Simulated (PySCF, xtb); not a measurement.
Ligand exchange on a metal centre used in film growth or etching (Ti Cl-H). All species are isolated molecules in the gas phase.

Quantity: redistribution energy (mixed species minus the weighted end members), in eV.

Level 1: B3LYP/3-21G // r2SCAN-D4/def2-SVP (PySCF)
Level 2: PBE/6-31G* (LANL2DZ on Ti) // r2SCAN-D4/def2-SVP (PySCF)
Level 3: HF/6-31G* (LANL2DZ on Ti) // r2SCAN-D4/def2-SVP (PySCF)
Level 4: GFN2-xTB (xtb)

```json
[
 {"species": "3 of 4 Cl replaced by H: [Ti(Cl)(H)3]", "level 1": "-0.136", "level 2": "-0.144", "level 3": "-0.257", "level 4": "-0.404"},
 {"species": "2 of 4 Cl replaced by H: [Ti(Cl)2(H)2]", "level 1": "-0.242", "level 2": "-0.240", "level 3": "-0.47", "level 4": "-0.57"},
 {"species": "1 of 4 Cl replaced by H: [Ti(Cl)3(H)]", "level 1": "-0.249", "level 2": "-0.256", "level 3": "-0.50", "level 4": "-0.48"}
]
```
